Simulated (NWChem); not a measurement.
# Extrapolating the CCSD(T) correlation energy of AlCl

```
Al
Cl 1 2.1469
```
Charge 0, spin multiplicity 1.

All runs are NWChem calculations. Structure: optimised with PBE0/def2-SVP, a minimum by its harmonic frequencies.

The correlated methods keep 10 core orbitals frozen. The structure started from a generated list of species. Coupled-cluster values serve here as a point of comparison, not as the truth.

Worked example. The CCSD(T) correlation energy is -277.61 mHa in cc-pVTZ and -301.58 mHa in cc-pVQZ. The form E(X) = E∞ + A/X³ turns the pair into an estimate of the basis-set limit.

E∞ = (4³·(-301.58) − 3³·(-277.61))/(4³ − 3³) = -319.1 mHa. The larger basis holds 95 % of that, at about 5 times the processor time of the smaller one. This is a two-point estimate.
